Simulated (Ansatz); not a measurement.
A structure drawn as `C=C[SiH](C)F`, with this starting geometry:

Cartesian coordinates in Å:
```
C 1.943 0.391 0.635
C 1.257 -0.081 -0.414
Si -0.406 -0.778 -0.324
C -1.785 0.489 0.056
F -0.778 -1.381 -1.771
H 1.652 0.347 1.621
H 2.968 0.757 0.421
H 1.614 -0.063 -1.450
H -0.483 -1.922 0.699
H -2.722 0.036 0.113
H -1.523 0.927 1.075
H -1.736 1.278 -0.661
```

Charge 0, multiplicity 1.

(1) Does it keep its bonds when Ansatz relaxes it at PBE-D4/def2-SVP and then PBE0-D4/def2-TZVP?

(2) Give the relaxed structure. (Best estimate.)

Atoms count as bonded under 1.1 times the sum of their covalent radii (H–H under 0.85 Å, pairs among N, O and F under 1.55 Å), and a drawn bond as lost past 1.3 times.

Answers

(1) Yes, every drawn bond is still there and no new one forms.

(2) Computed: 
Z-matrix (Å, degrees):
```
Si
C 1 1.851
F 1 1.607 2 109.2
C 1 1.855 2 112.7 3 -119.4
H 1 1.487 2 108.2 3 116.6
C 2 1.331 1 121.8 3 -118.3
H 2 1.089 1 120.0 3 63.2
H 4 1.093 1 110.9 2 177.9
H 4 1.093 1 111.0 2 57.7
H 4 1.093 1 110.4 2 -62.1
H 6 1.087 2 121.5 1 1.7
H 6 1.087 2 122.5 1 -178.3
```
All modes are real.
